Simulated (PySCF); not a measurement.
Compound: C5H10OSi.
Numbering: `[CH2:1]=[CH:2]/[CH:3]=[C:4](/[CH3:5])[O:6][SiH3:7]` (hydrogens: H8, H9 on C1; H10 on C2; H11 on C3; H12, H13, H14 on C5; H15, H16, H17 on Si7)

The same species was optimised twice, with GFN2-xTB and with PBE0-D3(BJ)/def2-SVP (PySCF), and the same property calculations (PySCF, gas phase) were run on both structures.

| coordinate | GFN2-xTB | PBE0-D3(BJ)/def2-SVP | change |
| --- | --- | --- | --- |
| O6–Si7 (Å) | 1.621 | 1.674 | +0.053 |
| C1=C2 (Å) | 1.330 | 1.342 | +0.012 |
| C3=C4 (Å) | 1.342 | 1.350 | +0.008 |
| C4–O6 (Å) | 1.350 | 1.357 | +0.007 |
| C2–C3 (Å) | 1.442 | 1.447 | +0.005 |
| C4–C5 (Å) | 1.496 | 1.493 | -0.003 |
| C4–O6–Si7 (°) | 136.1 | 131.9 | -4.2 |
| C1–C2–C3 (°) | 123.7 | 124.7 | +1.0 |
| C3–C4–C5 (°) | 123.3 | 124.1 | +0.8 |
| C3–C4–O6 (°) | 120.0 | 119.4 | -0.6 |
| C2–C3–C4 (°) | 124.2 | 124.5 | +0.3 |
| C5–C4–O6 (°) | 116.7 | 116.5 | -0.2 |
| C1–C2–C3–C4 (°) | 180 | 180 | 0 |
| C3–C4–O6–Si7 (°) | 180 | 170 | -10 |

Rotational constants: A = 4136, B = 1127, C = 899.6 MHz (GFN2-xTB) against A = 4205, B = 1097, C = 884.5 MHz (PBE0-D3(BJ)/def2-SVP). Atoms that the bonding makes alike are paired by their places after alignment.

On the GFN2-xTB structure: lowest singlet, TDDFT (eV) 5.45 [wB97X-D/def2-SVPD]; lowest triplet, Tamm–Dancoff (eV) 3.17 [wB97X-D/def2-SVPD]; isotropic polarisability (au) 99.1 [wB97X-D/def2-SVPD]; HOMO (eV) -7.71 [wB97X-D/def2-SVPD]; LUMO (eV) 1.32 [wB97X-D/def2-SVPD]; dipole (D) 1.87 [wB97X-D/def2-SVPD].

Question: What do these properties become on the PBE0-D3(BJ)/def2-SVP structure?

Answer: 
```
                                    property              level  on GFN2-xTB  on PBE0-D3(BJ)/def2-SVP  change
                  lowest singlet, TDDFT (eV)  wB97X-D/def2-SVPD         5.45                     5.36   -0.09
           lowest triplet, Tamm–Dancoff (eV)  wB97X-D/def2-SVPD         3.17                     3.07   -0.10
               isotropic polarisability (au)  wB97X-D/def2-SVPD         99.1                    102.1    +3.0
                                   HOMO (eV)  wB97X-D/def2-SVPD        -7.71                    -7.68   +0.03
                                   LUMO (eV)  wB97X-D/def2-SVPD         1.32                     1.24   -0.08
                                  dipole (D)  wB97X-D/def2-SVPD         1.87                     1.98   +0.11
energy, GFN2-xTB geometry as zero (kcal/mol)  wB97X-D/def2-SVPD          0.0                     -3.2    -3.2
```

The heavy atoms differ by 0.056 Å rms after alignment. Among bonds between heavy atoms O6–Si7 changes most (+0.053 Å). Changes are differences of the printed values. Neither structure is proved a minimum here.

Shape of the structure used: `[CH2:1]=[CH:2]/[CH:3]=[C:4](/[CH3:5])[O:6][SiH3:7]`: C1–C2–C3–C4 180°, C3–C4–O6–Si7 170°.

Note: wB97X-D ran without an empirical dispersion term, which enters the total energy and its gradient alone.
